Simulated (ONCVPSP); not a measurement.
**Reading a pseudo-wave (vanadium (V))**

Columns: radius, all-electron u(r) and pseudo u(r) of the 3d shell (level -3.61 eV) of vanadium in the configuration [Ne] 3s2 3p6 3d3.5 4s1.5; PBE, scalar-relativistic, ONCV scheme, ONCVPSP 4.0.1.

```tsv
r (bohr)	all-electron	pseudo
0.082	0.0235	0.0040
0.165	0.1138	0.0307
0.248	0.2428	0.0959
0.330	0.3758	0.2008
0.413	0.4970	0.3382
0.495	0.5956	0.4861
0.578	0.6726	0.6262
0.660	0.7269	0.7369
0.742	0.7618	0.8105
0.825	0.7803	0.8460
0.908	0.7856	0.8492
0.990	0.7808	0.8308
1.072	0.7688	0.8017
1.155	0.7514	0.7690
1.238	0.7302	0.7376
1.320	0.7070	0.7091
1.402	0.6824	0.6827
1.485	0.6568	0.6567
1.568	0.6310	0.6309
1.650	0.6057	0.6056
1.733	0.5805	0.5805
1.815	0.5563	0.5563
1.898	0.5326	0.5326
1.980	0.5100	0.5100
2.062	0.4883	0.4883
2.145	0.4672	0.4672
```

Q: How many radial nodes do the two functions have?

A: The all-electron 3d function has n − l − 1 = 0; the pseudo-wave has 0.

Q: At about which radius was the pseudo-wave matched?

A: 1.50 bohr. The columns agree to 0.0005 from 1.40 bohr on; several derivatives are matched, so the curves merge somewhat inside the radius.

Q: Where does each function peak?

A: Outermost all-electron maximum near 0.91 bohr, pseudo maximum near 0.91 bohr (to the table’s step).

Q: Is the pseudo-wave norm-conserving?

A: Yes: the ONCV scheme keeps the norm inside the radius equal to the all-electron one, which fixes the energy derivative of the logarithmic derivative at the level.
